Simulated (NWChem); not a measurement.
System: CHBr2F; SMILES C(Br)(Br)F

The following NWChem deck was run.

```
start job
memory heap 200 mb stack 900 mb global 1100 mb
geometry units angstroms noautosym nocenter noautoz
  F      1.873383    -0.199839     0.000000
  C      0.688478     0.429953     0.000000
  Br    -0.309517    -0.022682    -1.620868
  Br    -0.309517    -0.022682     1.620868
  H      0.825265     1.527360     0.000000
end
basis spherical
  * library 6-31g*
end
dft
  xc b3lyp
  iterations 150
end
property
  response 1 0.0773
end
task dft property
```

Coordinates come from a PBE-D3(BJ)/def2-SVP optimisation. B3LYP is NWChem's, with the RPA form of VWN correlation.

Field at 589 nm.

Problem. Give the results of this calculation. (B3LYP/6-31G* (spherical d).) Quantities: isotropic polarisability (bohr³); anisotropy (bohr³).

Solution. 
```yaml
isotropic polarisability (bohr³): 44.7
anisotropy (bohr³): 30.9
```
